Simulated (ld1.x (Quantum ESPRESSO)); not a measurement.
Building the PAW potential for palladium (PBE, scalar-relativistic).

The input file (ld1.x (Quantum ESPRESSO) 7.5):

```
&input
   title='Pd', zed=46., rel=1, dft='PBE', iswitch=3,
   config='[Kr] 4d10 5s0 5p0',
   nld=3, rlderiv=2.05, eminld=-8.0, emaxld=5.0, deld=0.04
 /
 &inputp
   pseudotype=3, lpaw=.true., tm=.true., lloc=-1, rcloc=1.25,
   nlcc=.true., new_core_ps=.true., rcore=0.65,
   which_augfun='BESSEL', rmatch_augfun=0.80,
   file_pseudopw='Pd.UPF', file_wfcaegen='ae.wfc', file_wfcncgen='nc.wfc', file_beta='beta', file_chi='chi', file_wfcusgen='us.wfc'
 /
6
4S  1  0   2.00   0.00  1.25  1.35  0.0
5S  2  0   0.00   0.00  1.25  1.35  0.0
4P  2  1   6.00   0.00  1.55  1.90  0.0
5P  3  1   0.00   0.00  1.55  1.90  0.0
4D  3  2  10.00   0.00  0.85  1.15  0.0
4D  3  2   0.00   1.50  0.85  1.15  0.0
 &test
   configts(1)='4s2 4p6 4d10 5s0 5p0'
 /
```

Command:

```bash
ld1.x < Pd.in > Pd.out
```

Resulting log (shortened: banner, matrices, multipoles, cross overlaps and the repeated all-electron block are left out):

```
Program LD1 v.7.5
     --------------------------- All-electron run ----------------------------

     Pd
     scalar relativistic calculation

     atomic number is 46.00
     dft =PBE   lsd =0 sic =0 latt =0  beta=0.20 tr2=1.0E-14
     Exchange-correlation= PBE
                           (   1   4   3   4   0   0   0)
     mesh =1235 r(mesh) =  99.12271 a.u. xmin = -7.00 dx = 0.01250
     1 Ry =  13.60569312 eV, c = 137.03599908

     n l     nl                  e(Ry)          e(Ha)          e(eV)
     1 0     1S 1( 2.00)     -1776.1962      -888.0981    -24166.3802
     2 0     2S 1( 2.00)      -259.3229      -129.6615     -3528.2678
     2 1     2P 1( 6.00)      -232.4914      -116.2457     -3163.2072
     3 0     3S 1( 2.00)       -46.7496       -23.3748      -636.0611
     3 1     3P 1( 6.00)       -37.9302       -18.9651      -516.0664
     4 0     4S 1( 2.00)        -6.2717        -3.1359       -85.3312
     4 1     4P 1( 6.00)        -3.7630        -1.8815       -51.1986
     3 2     3D 1(10.00)       -23.9242       -11.9621      -325.5048
     4 2     4D 1(10.00)        -0.2975        -0.1487        -4.0476
     5 0     5S 1( 0.00)        -0.2441        -0.1221        -3.3218
     5 1     5P 1( 0.00)        -0.0230        -0.0115        -0.3132

     final scf error:  7.7E-16 reached in  27 iterations

     Etot =  -10091.788518 Ry,   -5045.894259 Ha, -137305.777636 eV

     Ekin =   10467.765978 Ry,    5233.882989 Ha,  142421.211579 eV
     Encl =  -24386.667587 Ry,  -12193.333794 Ha, -331797.515482 eV
     Eh   =    4114.946448 Ry,    2057.473224 Ha,   55986.698584 eV
     Exc  =    -287.833356 Ry,    -143.916678 Ha,   -3916.172318 eV

     normalization and overlap integrals

     s(1S/1S) =  1.000000  <r> =   0.0319  <r2> =    0.0014  r(max) =   0.0207
     s(2S/2S) =  1.000000  <r> =   0.1383  <r2> =    0.0226  r(max) =   0.1175
     s(2P/2P) =  1.000000  <r> =   0.1206  <r2> =    0.0178  r(max) =   0.0938
     s(3S/3S) =  1.000000  <r> =   0.3793  <r2> =    0.1646  r(max) =   0.3401
     s(3P/3P) =  1.000000  <r> =   0.3787  <r2> =    0.1666  r(max) =   0.3358
     s(4S/4S) =  1.000000  <r> =   0.9469  <r2> =    1.0171  r(max) =   0.8469
     s(4P/4P) =  1.000000  <r> =   1.0444  <r2> =    1.2533  r(max) =   0.9129
     s(3D/3D) =  1.000000  <r> =   0.3576  <r2> =    0.1526  r(max) =   0.2819
     s(4D/4D) =  1.000000  <r> =   1.5904  <r2> =    3.2563  r(max) =   1.1012
     s(5S/5S) =  1.000000  <r> =   3.4552  <r2> =   14.0373  r(max) =   2.6748
     s(5P/5P) =  1.000000  <r> =   6.4137  <r2> =   52.0723  r(max) =   4.5216

     ------------------------ End of All-electron run ------------------------

     --------------------- Generating PAW atomic setup --------------------

      Generating local potential from pseudized AE potential:
      Matching radius rcloc =   1.2500

      Local pseudo, rcloc= 1.248 Estimated cut-off energy=    16.37 Ry

      Computing core charge for nlcc:

       r > 0.65 : true rho core
      Core charge pseudized with two Bessel functions
      Integrated core pseudo-charge :  14.91
      Wfc-us  4S rcutus= 1.345  Estimated cut-off energy=    29.35 Ry
      Wfc-us  5S rcutus= 1.345  Estimated cut-off energy=    55.75 Ry
      Wfc-us  4P rcutus= 1.909  Estimated cut-off energy=    23.93 Ry
      Wfc-us  5P rcutus= 1.909  Estimated cut-off energy=    44.72 Ry
      Wfc-us  4D rcutus= 1.158  Estimated cut-off energy=    83.18 Ry
      Wfc-us  4D rcutus= 1.158  Estimated cut-off energy=    87.08 Ry

     Required augmentation: BESSEL   radius:    0.800000
     Suggested rho cutoff for augmentation: 152.98 Ry

     Estimated PAW energy = -511.760545 Ryd

     ------------------- End of pseudopotential generation -------------------

     Computing logarithmic derivative in   2.04445
     Computing logarithmic derivative in   2.04445
     Computing the partial wave expansion
     R is outside the sphere for l=    0 j= 0.00
     R is outside the sphere for l=    0 j= 0.00
     R is outside the sphere for l=    1 j= 0.00
     R is outside the sphere for l=    1 j= 0.00
     R is outside the sphere for l=    2 j= 0.00
     R is outside the sphere for l=    2 j= 0.00

     ---------------------- Testing the pseudopotential ----------------------

     Pd
     scalar relativistic calculation

     atomic number is 46.00   valence charge is 18.00
     dft = SLA  PW   PBX  PBC   lsd =0 sic =0 latt =0  beta=0.20 tr2=1.0E-14
     mesh =1235 r(mesh) =  99.12271 xmin = -7.00 dx = 0.01250

     n l     nl             e AE (Ry)        e PS (Ry)    De AE-PS (Ry)
     1 0     4S   1( 2.00)       -6.27173       -6.27173        0.00000
     2 1     4P   1( 6.00)       -3.76303       -3.76304        0.00001
     3 2     4D   1(10.00)       -0.29749       -0.29749        0.00000
     2 0     5S   1( 0.00)       -0.24415       -0.24414       -0.00000
     3 1     5P   1( 0.00)       -0.02302       -0.02304        0.00002

     eps = 2.4E-15  iter =  6

     Etot =  -10091.788518 Ry,   -5045.894259 Ha, -137305.777636 eV
     Etotps =  -511.760506 Ry,    -255.880253 Ha,   -6962.856402 eV

     Ekin =     344.629669 Ry,     172.314835 Ha,    4688.925522 eV
     Encl =    -794.697533 Ry,    -397.348766 Ha,  -10812.410754 eV
     Ehrt =     226.140706 Ry,     113.070353 Ha,    3076.801046 eV
     Ecxc =    -287.833349 Ry,    -143.916674 Ha,   -3916.172217 eV
     (Ecc =     -63.899746 Ry,     -31.949873 Ha,    -869.400334 eV)

     ---------------------- End of pseudopotential test ----------------------
```

The ghost test of this file was not conclusive. Its overlap operator is not positive definite in a basis up to 400 Ry (lowest eigenvalue p -0.40), so the file is unfit for use: the generalised eigenproblem breaks down once the basis is large enough, and its test numbers describe a broken file.

Generation and configuration tests took about 1.1 s on one core of a shared server CPU.

Transferability test of the new file with ld1.x, input:

```
&input
   title='Pd', zed=46., rel=1, dft='PBE', iswitch=2,
   config='[Kr] 4d10 5s0 5p0'
 /
 &test
   file_pseudo='Pd.UPF', nconf=8,
   configts(1)='4s2 4p6 4d10 5s0 5p0',
   configts(2)='4s2 4p6 4d9 5s0 5p0',
   configts(3)='4s2 4p6 4d8 5s0 5p0',
   configts(4)='4s2 4p6 4d7 5s0 5p0',
   configts(5)='4s2 4p6 4d9.5 5s0 5p0',
   configts(6)='4s2 4p6 4d8 5s1 5p0',
   configts(7)='4s2 4p6 4d9 5s1 5p0',
   configts(8)='4s2 4p6 4d6 5s0 5p0'
 /
```

```bash
ld1.x < Pd.test.in > Pd.test.out
```

Pseudopotential blocks of its output, shortened (energy terms left out):

```
     ---------------------- Testing the pseudopotential ----------------------

     n l     nl             e AE (Ry)        e PS (Ry)    De AE-PS (Ry)
     1 0     4S   1( 2.00)       -6.27173       -6.27173        0.00000
     2 1     4P   1( 6.00)       -3.76303       -3.76304        0.00001
     3 2     4D   1(10.00)       -0.29749       -0.29749        0.00000
     2 0     5S   1( 0.00)       -0.24415       -0.24414       -0.00000
     3 1     5P   1( 0.00)       -0.02302       -0.02304        0.00002

     eps = 2.4E-15  iter =  6

     Etot =  -10091.788518 Ry,   -5045.894259 Ha, -137305.777636 eV
     Etotps =  -511.760506 Ry,    -255.880253 Ha,   -6962.856402 eV

     ---------------------- End of pseudopotential test ----------------------

          ---------------------- Testing the pseudopotential ----------------------

     n l     nl             e AE (Ry)        e PS (Ry)    De AE-PS (Ry)
     1 0     4S   1( 2.00)       -7.10592       -7.10382       -0.00210
     2 1     4P   1( 6.00)       -4.59111       -4.58887       -0.00223
     3 2     4D   1( 9.00)       -1.07411       -1.07347       -0.00064
     2 0     5S   1( 0.00)       -0.81158       -0.81192        0.00034
     3 1     5P   1( 0.00)       -0.45944       -0.46046        0.00102

     eps = 4.9E-17  iter = 16

     Etot =  -10091.118567 Ry,   -5045.559283 Ha, -137296.662487 eV
     Etotps =  -511.090765 Ry,    -255.545382 Ha,   -6953.744100 eV
     dEtot_ae =       0.669951 Ry
     dEtot_ps =       0.669742 Ry,   Delta E=       0.000209 Ry

     ---------------------- End of pseudopotential test ----------------------

          ---------------------- Testing the pseudopotential ----------------------

     n l     nl             e AE (Ry)        e PS (Ry)    De AE-PS (Ry)
     1 0     4S   1( 2.00)       -8.12019       -8.11091       -0.00929  !
     2 1     4P   1( 6.00)       -5.59285       -5.58271       -0.01014  !
     3 2     4D   1( 8.00)       -2.00839       -2.00404       -0.00435
     2 0     5S   1( 0.00)       -1.48819       -1.48923        0.00105
     3 1     5P   1( 0.00)       -1.03472       -1.04153        0.00681  !

     eps = 7.1E-16  iter = 19

     Etot =  -10089.588436 Ry,   -5044.794218 Ha, -137275.843995 eV
     Etotps =  -509.562700 Ry,    -254.781350 Ha,   -6932.953724 eV
     dEtot_ae =       2.200082 Ry
     dEtot_ps =       2.197806 Ry,   Delta E=       0.002276 Ry

     ---------------------- End of pseudopotential test ----------------------
```

The test run then stopped with an error in new_paw_hamiltonian: “negative rho”.
